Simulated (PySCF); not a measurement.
Computed shifts of a molecule C4H10Si2, PBE/pcSseg-1 in PySCF, GIAO, gas phase, atoms alike by connectivity averaged where their shifts nearly agree, in ppm (number of nuclei): ¹³C: 160.8 (1), 154.8 (1), 146.1 (1), 142.3 (1). ²⁹Si: -32.6 (1), -68.3 (1). ¹H: 7.37 (1), 7.32 (1), 6.61 (2), 6.60 (1), 4.87 (2), 4.54 (3). References: ¹³C against TMS (σ = 182.0 ppm); ²⁹Si against TMS (σ = 335.4 ppm); ¹H against TMS (σ = 31.49 ppm), references at their B3LYP-D3(BJ)/def2-TZVP geometries, non-relativistic. Geometry optimised at B3LYP-D3(BJ)/def2-SVP. One conformer was computed; it need not be the lowest.

Identify the compound among the candidates.
A. CC([SiH3])=C=C[SiH3]
B. CCC1=C[SiH2][SiH2]1
C. C=C[SiH2]/C=C/[SiH3]
D. [SiH3]C[Si@@H]1C=CC1

C, C=C[SiH2]/C=C/[SiH3]
